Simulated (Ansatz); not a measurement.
Coupled-cluster run, ClFH₂OSi₂.

```yaml
crystal:
  periodic: [false, false, false]
  atoms:
    - {symbol: F, position_ang: [-1.752582, -1.312808, 1.224982]}
    - {symbol: Si, position_ang: [-0.301856, -1.180007, 1.918460]}
    - {symbol: O, position_ang: [0.482753, -0.207097, 0.857975]}
    - {symbol: Si, position_ang: [0.425455, 0.588335, -0.575811]}
    - {symbol: Cl, position_ang: [0.270689, -0.758669, -2.107177]}
    - {symbol: H, position_ang: [-0.755052, 1.474967, -0.622329]}
    - {symbol: H, position_ang: [1.691791, 1.327380, -0.741801]}
basis:
  gaussian: {orbitals: def2-SVP}
correlation: {method: ccsd_t}
```

```sh
$ ansatz run in.yaml --threads 2 --pin off --events-out ev --progress --plain --max-ram 4352MiB
```

Log, shortened:

```
Functional definition: HF
848 factors; integrals over basis functions are off by at most 1.2e-3 eV
mean field evaluation 1: about -32991.6113 eV, gradient 3.9e1 eV
mean field evaluation 2: about -32991.6134 eV, gradient 3.9e1 eV
mean field evaluation 4: about -32994.7784 eV, gradient 2.6e0 eV
mean field evaluation 8: about -32994.8080 eV, gradient 3.2e-4 eV
mean field -32994.80801157 eV, -1212.5368297410 hartree, gradient 1.4e-6 eV, S^2 0.000000; 0 other end points of the search recorded, 0 dependent functions left out
17 core orbitals not correlated: weight in the atoms' cores, before any rotation towards them, 1.000 or more for the frozen orbitals, at most 0.000 for the correlated occupied ones
reference -32994.80801157 eV, -1212.5368297410 hartree; 15, 15 occupied and 60, 60 virtual orbitals, 848 factors
second order -18.14918214 eV of doubles, -0.00000000 eV of singles
cycle   1  -18.63128854 eV  change   -4.8e-1 eV  update   1.1e-1
cycle   2  -19.11617491 eV  change   -4.8e-1 eV  update   3.5e-2
cycle   3  -19.24931047 eV  change   -1.3e-1 eV  update   1.9e-2
cycle   4  -19.23958715 eV  change    9.7e-3 eV  update   4.0e-3
cycle   5  -19.23684900 eV  change    2.7e-3 eV  update   1.6e-3
cycle   6  -19.23725401 eV  change   -4.1e-4 eV  update   4.6e-4
cycle   7  -19.23708214 eV  change    1.7e-4 eV  update   1.5e-4
cycle   8  -19.23702213 eV  change    6.0e-5 eV  update   4.6e-5
cycle   9  -19.23704469 eV  change   -2.3e-5 eV  update   1.4e-5
perturbative correction -0.41454265 eV, -0.0152341615 hartree
Total energy: -33014.45959891 eV, -1213.2590122556 hartree
```

Run time 3.1 s (2 threads of an Arm Neoverse V2 on a shared host); peak host memory 0.28 GiB.

Correlation energy per correlated electron: -0.655 eV. T1 diagnostic: 0.0135.
